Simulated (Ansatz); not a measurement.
Cost and result for the atomization energy of C$_{2}$H$_{6}$BBrS (`CSB(C)Br`) (11 atoms, 10 bonds).

| atom | x (Å) | y (Å) | z (Å) |
| --- | --- | --- | --- |
| C1 | -0.578 | -1.918 | -0.966 |
| S2 | -0.637 | -0.116 | -1.023 |
| B3 | 0.245 | 0.468 | 0.401 |
| C4 | 0.377 | 2.001 | 0.647 |
| Br5 | 1.048 | -0.759 | 1.659 |
| H6 | -1.118 | -2.277 | -1.841 |
| H7 | -1.059 | -2.287 | -0.062 |
| H8 | 0.452 | -2.267 | -1.002 |
| H9 | -0.055 | 2.265 | 1.617 |
| H10 | 1.433 | 2.285 | 0.695 |
| H11 | -0.108 | 2.604 | -0.124 |

The species carries charge 0 and has multiplicity 1. Correlated methods include outer-core shells of Br, which these sets cover unevenly. Scalar relativity is left out up to krypton. All single points use the PBE0-D4/def2-TZVP geometry. It is one conformer, not always the lowest. Program: Ansatz. All runs use 4 threads of an Arm Neoverse V2 on a shared host. Times are those of one run each, without the atoms' runs, and a repeat can differ threefold. Electronic energies, without spin–orbit coupling; frozen cores. CCSD(T)/CBS adds CCSD(T) − MP2 in def2-TZVPP to the MP2 limit, and its time is that of the two runs behind it. T1 = 0.011. With those shells the extrapolation isn't a true limit. B3LYP takes the VWN-RPA correlation (the form of Gaussian; ORCA's B3LYP/G).

CCSD(T)/CBS is a level of theory with its own doubt, some kJ/mol a heavy atom from the limit and from the frozen cores, so smaller differences don't rank the functionals.

| level | functions | wall time |
| --- | --- | --- |
| PBE-D4/def2-TZVPP (with forces) | 267 | 2.5 s |
| PBE0-D4/def2-TZVPP | 267 | 3.4 s |
| r2SCAN-D4/def2-TZVPP (with forces) | 267 | 5 s |
| B3LYP-D4/def2-TZVPP (with forces) | 267 | 5.5 s |
| B2PLYP/def2-TZVPP | 267 | 6 s |
| ωB97X-V/def2-TZVPP | 267 | 8.5 s |
| ωB97M-V/def2-TZVPP (with forces) | 267 | 12 s |
| MP2/def2-QZVPP | 510 | 23 s |
| CCSD(T)/def2-TZVPP | 267 | 4 min |
| CCSD(T)/CBS(def2) | – | 4.4 min |

(1) What atomization energy does each give, and how far from CCSD(T)/CBS? (Best estimate.)

Answers

(1) The calculation gave: 
```
                             level  atomization (kcal/mol)  difference from CCSD(T)/CBS  per bond
   PBE-D4/def2-TZVPP (with forces)                   997.1                         22.1       2.2
                PBE0-D4/def2-TZVPP                   985.2                         10.2       1.0
r2SCAN-D4/def2-TZVPP (with forces)                   984.6                          9.6       1.0
 B3LYP-D4/def2-TZVPP (with forces)                   974.7                         -0.3       0.0
                 B2PLYP/def2-TZVPP                   964.7                        -10.3      -1.0
                ωB97X-V/def2-TZVPP                   977.4                          2.4       0.2
  ωB97M-V/def2-TZVPP (with forces)                   979.2                          4.2       0.4
                    MP2/def2-QZVPP                   981.8                          6.8       0.7
                CCSD(T)/def2-TZVPP                   951.6                        -23.4      -2.3
                 CCSD(T)/CBS(def2)                   975.0                          0.0       0.0
```

From PBE to PBE0 (25 % exact exchange), in def2-TZVPP and without D4, the atomization energy moves by −10.9 kcal/mol: exact exchange takes away binding that semilocal exchange gives to molecules. In def2-TZVPP, CCSD(T) changes the Hartree–Fock value by +215.4 kcal/mol (the triples alone add +14.6 kcal/mol) and MP2 by +232.0 kcal/mol; breaking electron pairs costs correlation energy, which Hartree–Fock lacks. The D4 term adds +10.6 kcal/mol with B3LYP and +5.5 kcal/mol with PBE0; it sums over pairs of atoms, weighted by their polarisabilities, and B3LYP, whose exchange is more repulsive, gets the larger term.
